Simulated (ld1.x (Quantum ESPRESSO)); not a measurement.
## Transferability test, TM semilocal potential for indium (In)

indium, norm-conserving Troullier–Martins (semilocal form), made with ld1.x (Quantum ESPRESSO) 7.5 (PBE, scalar-relativistic). Core [Kr], reference 4d10 5s2 5p1. Waves: 5s (bound): rc 1.70 bohr; 5p (bound): rc 2.40 bohr; 4d (bound): rc 1.40 bohr. Local part: the d channel. Core correction: a·sin(br)/r model core inside 1.20 bohr.

Energies are relative to the spin-unpolarised reference configuration 4d10 5s2 5p1; without spin polarisation the order of configurations can differ from experiment. The frozen-core shift is the all-electron ΔE with the core orbitals held at their reference shape minus the fully relaxed ΔE.

(1) Give the all-electron excitation energy and the error of the potential for: 4d10 5s2 5p0; 4d10 5s1 5p0; 4d10 5s0 5p0; 4d10 5s0 5p3; 4d10 5s2 5p1.3; 4d10 5s1 5p1; 4d9 5s0 5p0.

Levels in the configuration 4d9 5s0 5p0:

```json
{"level": "4d", "all-electron (eV)": "-65.113", "pseudo (eV)": "-65.307"}
```

Results:

(1)

```tsv
valence configuration	charge	ΔE all-electron (eV)	error AE − PS (meV)	frozen-core shift (meV)
4d10 5s2 5p0	+1	5.363	-2.3	+1.3
4d10 5s1 5p0	+2	24.598	-11	+6.2
4d10 5s0 5p0	+3	52.918	-49	+19
4d10 5s0 5p3	0	11.947	-6.4	+2.7
4d10 5s2 5p1.3	-0.3	-0.532	+0.1	0.0
4d10 5s1 5p1	+1	11.956	-1.2	+2.3
4d9 5s0 5p0	+4	109.307	-99	+228
```
